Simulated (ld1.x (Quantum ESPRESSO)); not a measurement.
**Reading a pseudo-wave (cobalt (Co))**

Columns: radius, all-electron u(r) and pseudo u(r) of the 3p shell (level -65.56 eV) of cobalt in the configuration [Ne] 3s2 3p6 3d7 4s2 4p0; Wu–Cohen, scalar-relativistic, TM scheme, ld1.x (Quantum ESPRESSO) 7.5.

```json
{"r (bohr)": "0.068", "all-electron": "0.4114", "pseudo": "-0.0317"}
{"r (bohr)": "0.135", "all-electron": "0.6268", "pseudo": "-0.1214"}
{"r (bohr)": "0.202", "all-electron": "0.4547", "pseudo": "-0.2593"}
{"r (bohr)": "0.270", "all-electron": "0.0834", "pseudo": "-0.4328"}
{"r (bohr)": "0.338", "all-electron": "-0.3184", "pseudo": "-0.6206"}
{"r (bohr)": "0.405", "all-electron": "-0.6581", "pseudo": "-0.7997"}
{"r (bohr)": "0.473", "all-electron": "-0.9146", "pseudo": "-0.9573"}
{"r (bohr)": "0.540", "all-electron": "-1.0785", "pseudo": "-1.0754"}
{"r (bohr)": "0.608", "all-electron": "-1.1668", "pseudo": "-1.1505"}
{"r (bohr)": "0.675", "all-electron": "-1.1932", "pseudo": "-1.1798"}
{"r (bohr)": "0.742", "all-electron": "-1.1757", "pseudo": "-1.1695"}
{"r (bohr)": "0.810", "all-electron": "-1.1273", "pseudo": "-1.1270"}
{"r (bohr)": "0.878", "all-electron": "-1.0594", "pseudo": "-1.0619"}
{"r (bohr)": "0.945", "all-electron": "-0.9819", "pseudo": "-0.9848"}
{"r (bohr)": "1.013", "all-electron": "-0.8986", "pseudo": "-0.9006"}
{"r (bohr)": "1.080", "all-electron": "-0.8161", "pseudo": "-0.8171"}
{"r (bohr)": "1.148", "all-electron": "-0.7347", "pseudo": "-0.7350"}
{"r (bohr)": "1.215", "all-electron": "-0.6586", "pseudo": "-0.6587"}
{"r (bohr)": "1.283", "all-electron": "-0.5867", "pseudo": "-0.5867"}
{"r (bohr)": "1.350", "all-electron": "-0.5213", "pseudo": "-0.5213"}
{"r (bohr)": "1.418", "all-electron": "-0.4610", "pseudo": "-0.4610"}
{"r (bohr)": "1.485", "all-electron": "-0.4072", "pseudo": "-0.4072"}
{"r (bohr)": "1.553", "all-electron": "-0.3581", "pseudo": "-0.3581"}
{"r (bohr)": "1.620", "all-electron": "-0.3150", "pseudo": "-0.3150"}
{"r (bohr)": "1.688", "all-electron": "-0.2760", "pseudo": "-0.2760"}
{"r (bohr)": "1.755", "all-electron": "-0.2420", "pseudo": "-0.2420"}
```

(1) How many radial nodes do the two functions have?

(2) At about which radius was the pseudo-wave matched?

(3) Where does each function peak?

(4) Is the pseudo-wave norm-conserving?

## Answers

(1) The all-electron 3p function has n − l − 1 = 1; the pseudo-wave has 0, since the states of the same l below it are removed with the core.

(2) 1.35 bohr. The columns agree to 0.0005 from 1.15 bohr on; several derivatives are matched, so the curves merge somewhat inside the radius.

(3) Outermost all-electron maximum near 0.68 bohr, pseudo maximum near 0.68 bohr (to the table’s step).

(4) Yes: the TM scheme keeps the norm inside the radius equal to the all-electron one, which fixes the energy derivative of the logarithmic derivative at the level.
